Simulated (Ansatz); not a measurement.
Reaction (ligand exchange at a Ga–C bond): `O[CH2][GaH2]` + HBr → `[GaH2][Br]` + CH₃OH

Isolated molecules relaxed with PBE0-D4/def2-TZVP in Ansatz; ΔE leaves out vibrations. CCSD(T)/CBS adds triple-zeta CCSD(T) − MP2 to the extrapolated MP2 energy (def2 sets, frozen cores). This one scheme is used for every species. DFT in def2-TZVPP. For Br, Ga outer-core shells are correlated without core-valence functions, which leaves a few kJ/mol of doubt a bond. Scalar relativity is left out up to krypton. Each species was taken in one conformer, which may not be the lowest.

(1) Is it downhill or uphill in electronic energy at CCSD(T)/CBS, and by how much? (Estimate.)

(2) What do these levels give: LDA (SPW92), PBE-D4, CAM-B3LYP-D4, LC-ωPBE, CCSD/def2-TZVPP, MP2/def2-QZVPP? (Best estimate.)

Largest T1 diagnostic among the species: 0.012.

## Answers

(1) Ansatz gave: Downhill: ΔE = -171.6 kJ/mol.

(2) Ansatz gave: LDA (SPW92) -164.1, PBE-D4 -168.9, CAM-B3LYP-D4 -172.2, LC-ωPBE -170.2, CCSD/def2-TZVPP -172.7, MP2/def2-QZVPP -174.4 kJ/mol.

Leaving LDA and LC-ωPBE aside and taking each functional with its dispersion term where it has one, the values, not all of them listed here, spread over 17.6 kJ/mol, from BHLYP-D4 to revPBE-D4. LDA lies +6.6 kJ/mol from PBE without D4. In def2-TZVPP, CCSD(T) changes the Hartree–Fock value by +27.1 kJ/mol (the triples alone add +2.0 kJ/mol) and MP2 by +23.8 kJ/mol. From PBE to PBE0 (25 % exact exchange), in def2-TZVPP and without D4, ΔE moves by −6.2 kJ/mol.
